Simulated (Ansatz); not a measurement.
Molecule: CH3Zn, charge 1, multiplicity 1. 
Geometry from a B3LYP-D3(BJ)/def2-TZVP (Ansatz, a first-principles code) optimisation:
```xyz
5

Zn    -0.3464    -0.1992    -0.2734
C      1.0935     0.6288     0.8630
H      1.5632    -0.2249     1.3432
H      0.5446     1.2815     1.5361
H      1.7219     1.1459     0.1433
```
Charge +1, spin multiplicity 1.

Parts of the frozen-core correlation energy in def2-SVP (Ansatz, hartree). Frozen orbitals: 10; correlated occupied orbitals by spin: 9 and 9; virtual: 41 and 41. No spin-orbit coupling. No relativistic terms. The restricted reference is unstable.

```json
[
 {"term": "reference (HF)", "value": "-1816.85783"},
 {"term": "MP2 opposite-spin", "value": "-0.29784"},
 {"term": "MP2 same-spin", "value": "-0.13610"},
 {"term": "CCSD correlation", "value": "-0.43191"},
 {"term": "(T)", "value": "-0.01298"},
 {"term": "T1 diagnostic", "value": "0.013"},
 {"term": "largest doubles amplitude", "value": "0.127"}
]
```
